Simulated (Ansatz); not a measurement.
Reaction (formal exchange of groups at the Si–Cl bond): `O[Si](O)(Cl)Cl` + `Cl[SiH2]Cl` → `O[Si](O)(Cl)[SiH](Cl)Cl` + HCl

Isolated molecules relaxed with PBE0-D4/def2-TZVP in Ansatz; ΔE leaves out vibrations. CCSD(T)/CBS is the MP2 limit (def2-TZVPP, def2-QZVPP) plus CCSD(T) − MP2 in def2-TZVPP, frozen cores. This one scheme is used for every species. Functionals use def2-TZVPP. B3LYP here is the variant with VWN-RPA as its local correlation; programs differ in this. One conformer a species, not always the lowest.

(1) Is it downhill or uphill in electronic energy at CCSD(T)/CBS, and by how much? (Estimate.)

(2) What do these levels give: r2SCAN-D4, PBE0-D4, ωB97M-V, B3LYP, HF/def2-TZVPP, SCS-MP2/def2-TZVPP, CCSD/def2-TZVPP, HF/def2-QZVPP, MP2/def2-QZVPP, SCS-MP2/def2-QZVPP, HF/CBS(def2), MP2/CBS(def2)? (Estimate.)

Largest T1 diagnostic among the species: 0.011.

## Answers

(1) The calculation gave: Uphill: ΔE = +107.0 kJ/mol.

(2) The calculation gave: r2SCAN-D4 106.7, PBE0-D4 96.5, ωB97M-V 112.1, B3LYP 109.8, HF/def2-TZVPP 129.3, SCS-MP2/def2-TZVPP 114.6, CCSD/def2-TZVPP 109.4, HF/def2-QZVPP 130.2, MP2/def2-QZVPP 114.6, SCS-MP2/def2-QZVPP 115.4, HF/CBS(def2) 130.4, MP2/CBS(def2) 114.5 kJ/mol.

The D4 term adds −11.3 kJ/mol with B3LYP and −7.1 kJ/mol with PBE0; it sums over pairs of atoms, weighted by their polarisabilities, and B3LYP, whose exchange is more repulsive, gets the larger term. From PBE to PBE0 (25 % exact exchange), in def2-TZVPP and without D4, ΔE moves by +8.1 kJ/mol. In def2-TZVPP, CCSD(T) changes the Hartree–Fock value by −22.9 kJ/mol (the triples alone add −3.0 kJ/mol) and MP2 by −15.3 kJ/mol.
